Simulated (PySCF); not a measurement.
4-tert-butylpyridine (C9H13N), SMILES CC(C)(C)c1ccncc1. Atoms are numbered in the order given.

```xyz
23

C      1.4155    -2.0454     0.0000
C      0.0066    -1.4523     0.0000
C     -0.7310    -1.9407    -1.2552
C     -0.7310    -1.9407     1.2552
C      0.0285     0.0747     0.0000
C      1.2052     0.8281     0.0000
C      1.1334     2.2223     0.0000
N     -0.0045     2.9067     0.0000
C     -1.1307     2.1960     0.0000
C     -1.1678     0.8053     0.0000
H      1.9858    -1.7443    -0.8920
H      1.9858    -1.7443     0.8920
H      1.3557    -3.1442     0.0000
H     -1.7681    -1.5759    -1.2878
H     -0.7619    -3.0415    -1.2749
H     -0.2240    -1.5957    -2.1692
H     -0.7619    -3.0415     1.2749
H     -1.7681    -1.5759     1.2878
H     -0.2240    -1.5957     2.1692
H      2.1850     0.3498     0.0000
H      2.0582     2.8118     0.0000
H     -2.0675     2.7659     0.0000
H     -2.1360     0.2994     0.0000
```

Coordinates come from a PBE0-D3(BJ)/def2-SVP optimisation.

Level of theory: TDA-ωB97X/def2-SVP in PySCF 2.14.0.

Vertical excitations. Isolated molecule, no solvent. State labels are in the subgroup Cs.

Computed UV-visible absorptions:
| state | symmetry | energy (eV) | λ (nm) | f | main pairs |
|---|---|---|---|---|---|
| S1 | A" | 5.32 | 233 | 0.007 | HOMO→LUMO 96 % |
| S2 | A" | 5.54 | 224 | 0.001 | HOMO→LUMO+1 98 % |
| S3 | A' | 5.81 | 213 | 0.019 | HOMO−1→LUMO 59 %, HOMO−2→LUMO+1 32 % |
| S4 | A' | 6.75 | 184 | 0.002 | HOMO−1→LUMO+1 48 %, HOMO−2→LUMO 41 % |
| S5 | A' | 7.95 | 156 | 0.726 | HOMO−2→LUMO+1 31 %, HOMO−1→LUMO+1 22 %, HOMO−2→LUMO 21 %, HOMO−1→LUMO 16 % |
| S6 | A" | 7.95 | 156 | 0.002 | HOMO−3→LUMO 65 %, HOMO−6→LUMO 30 % |
| T1 | A' | 4.32 | 287 | 0 | HOMO−1→LUMO+1 54 %, HOMO−2→LUMO 29 %, HOMO−1→LUMO 9 % |
| T2 | A" | 4.53 | 274 | 0 | HOMO→LUMO 90 % |
Triplets are in the Tamm–Dancoff approximation.
